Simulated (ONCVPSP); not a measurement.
## Transferability test, ONCV potential for cobalt

ONCVPSP 4.0.1 input, shortened (lines: element, Z, core and valence counts, functional; n l f; lmax; l rc ep ncon nbas qcut; lloc lpopt rc5 dvloc0; l nproj debl; icmod fcfact rcfact), PBE, scalar-relativistic:

```
  Co 27.00    3    5        4      upf
    1    0    2.00
    2    0    2.00
    2    1    6.00
    3    0    2.00
    3    1    6.00
    3    2    7.00
    4    0    1.50
    4    1    0.50
    2
    0    1.40    0.00    4    8    8.40
    1    1.20    0.00    4    7   14.30
    2    0.80    0.00    4    7   11.70
    4    5    0.55   -1.00
    0    2    1.80
    1    3    0.90
    2    2    2.30
    3    4.75    1.75
```

Energies are relative to the spin-unpolarised reference configuration 3s2 3p6 3d7 4s1.5 4p0.5; without spin polarisation the order of configurations can differ from experiment.

| valence configuration | charge | ΔE all-electron (eV) | error AE − PS (meV) |
| --- | --- | --- | --- |
| 3s2 3p6 3d7 4s2 4p0 | 0 | -2.136 | +0.2 |
| 3s2 3p6 3d7 4s1 4p0 | +1 | 6.895 | -0.4 |

Q: What are ΔE and the potential's error for 3s2 3p6 3d7 4s0 4p0?

A: ΔE = 23.681 eV all-electron; the error (AE − PS) is -0.9 meV.

Q: What are ΔE and the potential's error for 3s2 3p6 3d7 4s1.5 4p0?

A: ΔE = 1.467 eV all-electron; the error (AE − PS) is -0.1 meV.

Levels in the configuration 3s2 3p6 3d7 4s1.5 4p0:

| level | all-electron (eV) | pseudo (eV) |
| --- | --- | --- |
| 3s | -106.615 | -106.612 |
| 3p | -69.854 | -69.853 |
| 3d | -12.391 | -12.390 |
| 4s | -8.989 | -8.989 |
